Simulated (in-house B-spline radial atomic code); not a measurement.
**How G0W0 and RPA depend on the start: Te VII (Te6+)**

Configuration [Kr] 4d10. Computed with a B-spline radial code for spherical atoms: all electrons, scalar-relativistic (spin-free one-electron X2C), finite nucleus, each spin shell either full or empty, empty states to l = 9 with an (l + 1/2)⁻⁴ tail; G0W0 by contour deformation at full frequency.

```json
{"start": "Hartree-Fock", "mean-field 4d (eV)": "-125.07", "G0W0 (eV)": "-125.34", "QP weight": "0.975", "RPA correlation (Eh)": "-3.4319"}
{"start": "LDA VWN5", "mean-field 4d (eV)": "-113.88", "G0W0 (eV)": "-125.09", "QP weight": "0.960", "RPA correlation (Eh)": "-3.6942"}
{"start": "PBE", "mean-field 4d (eV)": "-113.69", "G0W0 (eV)": "-124.95", "QP weight": "0.960", "RPA correlation (Eh)": "-3.6893"}
{"start": "PBE0", "mean-field 4d (eV)": "-116.91", "G0W0 (eV)": "-125.03", "QP weight": "0.965", "RPA correlation (Eh)": "-3.6186"}
{"start": "r2SCAN", "mean-field 4d (eV)": "-114.47", "G0W0 (eV)": "?", "QP weight": "?", "RPA correlation (Eh)": "?"}
{"start": "HSE06", "mean-field 4d (eV)": "-116.46", "G0W0 (eV)": "-125.05", "QP weight": "0.965", "RPA correlation (Eh)": "-3.623"}
{"start": "B3LYP (VWN-RPA)", "mean-field 4d (eV)": "-116.26", "G0W0 (eV)": "-125.11", "QP weight": "0.964", "RPA correlation (Eh)": "-3.6341"}
{"start": "SCAN", "mean-field 4d (eV)": "-114.40", "G0W0 (eV)": "-124.87", "QP weight": "0.963", "RPA correlation (Eh)": "-3.6387"}
{"start": "TPSS", "mean-field 4d (eV)": "-113.72", "G0W0 (eV)": "-124.96", "QP weight": "0.961", "RPA correlation (Eh)": "-3.6753"}
{"start": "BHandHLYP", "mean-field 4d (eV)": "-119.91", "G0W0 (eV)": "-125.21", "QP weight": "0.969", "RPA correlation (Eh)": "-3.5537"}
{"start": "CAM-B3LYP", "mean-field 4d (eV)": "-118.24", "G0W0 (eV)": "-125.21", "QP weight": "0.967", "RPA correlation (Eh)": "-3.61"}
{"start": "LC-wPBE", "mean-field 4d (eV)": "-119.22", "G0W0 (eV)": "-125.20", "QP weight": "0.968", "RPA correlation (Eh)": "-3.6167"}
{"start": "wB97X", "mean-field 4d (eV)": "-119.09", "G0W0 (eV)": "-125.00", "QP weight": "0.969", "RPA correlation (Eh)": "-3.5991"}
{"start": "PBEsol", "mean-field 4d (eV)": "-113.64", "G0W0 (eV)": "-124.99", "QP weight": "0.960", "RPA correlation (Eh)": "-3.6909"}
{"start": "BLYP", "mean-field 4d (eV)": "-113.48", "G0W0 (eV)": "-125.04", "QP weight": "0.959", "RPA correlation (Eh)": "-3.691"}
{"start": "r2SCAN0", "mean-field 4d (eV)": "-117.46", "G0W0 (eV)": "?", "QP weight": "?", "RPA correlation (Eh)": "?"}
{"start": "LDA exchange-only", "mean-field 4d (eV)": "-111.89", "G0W0 (eV)": "-125.27", "QP weight": "0.959", "RPA correlation (Eh)": "-3.6941"}
```

Q: What G0W0 level, weight and RPA correlation energy follow from the r2SCAN start?

A: G0W0 level -124.91 eV, weight 0.963, RPA correlation -3.6416 hartree.

Q: What G0W0 level, weight and RPA correlation energy follow from the r2SCAN0 start?

A: G0W0 level -125.01 eV, weight 0.967, RPA correlation -3.5867 hartree.

Q: How much of the dependence on the start does G0W0 remove?

A: The mean-field levels span 13.2 eV and the G0W0 levels 0.465 eV. Against 124.2 ± 0.06 eV (NIST, measured) the G0W0 removal energies are off by +0.67 to +1.14 eV, with spin-orbit coupling, Breit and QED terms left out.
